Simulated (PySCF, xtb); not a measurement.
B(CF3)(Cl)(H) (CHBClF3), SMILES FC(F)(F)BCl.

GFN2-xTB run with xtb 6.7.1 at its own geometry gives an orbital gap of 3.47 eV and a dipole moment of 3.07 D.

The structure is a stationary point at B3LYP-D3(BJ)/def2-SVP. The structure was generated by enumeration, and PubChem lists no compound with its InChIKey, so it may never have been made.

Question: What does PBE/def2-TZVP run with PySCF give? (An estimate is asked for; the answer gives what the named calculation found.)

Answer: gap 4.33 eV (levels -7.84 and -3.51 eV), dipole 1.51 D.
